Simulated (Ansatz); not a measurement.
Reaction (cleavage of the Si–Si bond): `[SiH3][SiH2][TeH]` + `[OH][GeH2][O][SiH3]` → `[SiH3][O][GeH2][O][SiH3]` + `[SiH3][TeH]`

Program: Ansatz. Geometries: PBE0-D4/def2-TZVP. ΔE: electronic, gas phase. CBS: MP2 limit from def2 TZ/QZ plus the TZ coupled-cluster correction, frozen cores. DFT in def2-TZVPP. Elements past krypton have def2 core potentials. For Ge, Te outer-core shells are correlated without core-valence functions, which leaves a few kJ/mol of doubt a bond. Scalar relativity is left out up to krypton. Each species was taken in one conformer, which may not be the lowest.

| level | ΔE (kJ/mol) |
| --- | --- |
| PBE0 | -75.7 |
| HF/def2-QZVPP | -124.5 |

What does CCSD(T)/CBS give? (An estimate is asked.)

Ansatz gave: -93.3 kJ/mol. The listed levels differ from it by 17.6, -31.2 kJ/mol.

Largest T1 diagnostic among the species: 0.012.

From PBE to PBE0 (25 % exact exchange), in def2-TZVPP and without D4, ΔE moves by −8.8 kJ/mol. In def2-TZVPP, CCSD(T) changes the Hartree–Fock value by +27.1 kJ/mol (the triples alone add +3.8 kJ/mol) and MP2 by +22.0 kJ/mol.
